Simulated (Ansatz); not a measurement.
FeS2⁻. The state is a doublet with charge -1. Geometry PBE0-D4/def2-TZVPD; atoms count from 1.

```
atom    x (Å)    y (Å)    z (Å)
 Fe1  -0.0365  -0.2002  -1.3146
  S2   0.3350   1.0748   0.4707
  S3  -0.2985  -0.8746   0.8439
```

The charge -1 doublet is spin-contaminated (final ⟨S²⟩ up to 2.58, 0.75 for a pure state). The highest occupied level of the charge -1 doublet lies above zero (up to 0.11 eV). The electron is either unbound and held by the finite basis, or the level is raised by self-interaction error. The structure comes from a short search, and lower isomers may exist.

Q: Estimate the Mulliken populations from the PBE0/def2-TZVPD orbitals of Ansatz.

A: 
```json
{"atom": "Fe1", "charge (e)": "-0.25", "spin (α − β)": "1.45", "d electrons": "6.59"}
{"atom": "S2", "charge (e)": "-0.36", "spin (α − β)": "-0.21", "d electrons": "–"}
{"atom": "S3", "charge (e)": "-0.39", "spin (α − β)": "-0.24", "d electrons": "–"}
```
Mulliken values depend strongly on the basis. With diffuse functions, as here, like atoms can get unlike values, and bond orders can come out too low or too high.

Q: Where does the spin sit?

A: Summed by element: Fe 1.45, S -0.45, of 1 unpaired in all. Largest on single atoms: Fe1 1.45, S3 -0.24, S2 -0.21.

Q: And the Mayer bond orders between heavy atoms (over 0.3)?

A: Fe1–S2 0.91 (2.23 Å); Fe1–S3 0.90 (2.28 Å); S2–S3 0.91 (2.08 Å).
